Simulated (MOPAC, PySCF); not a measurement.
C$_{2}$H$_{6}$BN, SMILES `NBC=C` (C–C–B–N torsion 180°), neutral singlet in the gas phase. 

Z-matrix (Å, degrees):
```
B
N 1 1.3957
H 2 1.0057 1 123.24
H 2 1.0075 3 113.47 1 -179.98
H 1 1.1958 2 118.18 3 0.01
C 1 1.5510 5 120.57 2 180.00
C 6 1.3352 1 122.70 5 0.02
H 7 1.0848 6 122.84 1 -179.99
H 7 1.0849 8 116.19 6 180.00
H 6 1.0905 7 117.26 8 -0.01
```
Charge 0, multiplicity 1.

All levels are single points at this geometry (B3LYP-D3(BJ)/def2-TZVP); Pople sets use spherical d functions. Orbital energies aren't observables, and empty levels follow the basis.

PM3 in MOPAC gives dipole (D) = 2.36.

Q: Estimate the dipole (D) from each of these levels: B3LYP-D3(BJ)/def2-TZVP in PySCF; PBE-D3(BJ)/def2-TZVP in PySCF; B3LYP/3-21G in PySCF; B3LYP/6-311+G** in PySCF; B3LYP/6-31G* in PySCF; BP86/6-31G* in PySCF; PBE/6-31G* in PySCF; SVWN5/6-31G* in PySCF; HF/3-21G in PySCF; HF/6-31G* in PySCF; PM6 in MOPAC; PM7 in MOPAC.

A: 
| level | dipole (D) |
|---|---|
| B3LYP-D3(BJ)/def2-TZVP in PySCF | 1.52 |
| PBE-D3(BJ)/def2-TZVP in PySCF | 1.64 |
| B3LYP/3-21G in PySCF | 1.92 |
| B3LYP/6-311+G** in PySCF | 1.47 |
| B3LYP/6-31G* in PySCF | 1.67 |
| BP86/6-31G* in PySCF | 1.80 |
| PBE/6-31G* in PySCF | 1.80 |
| SVWN5/6-31G* in PySCF | 1.86 |
| HF/3-21G in PySCF | 1.50 |
| HF/6-31G* in PySCF | 1.31 |
| PM6 in MOPAC | 1.87 |
| PM7 in MOPAC | 1.99 |
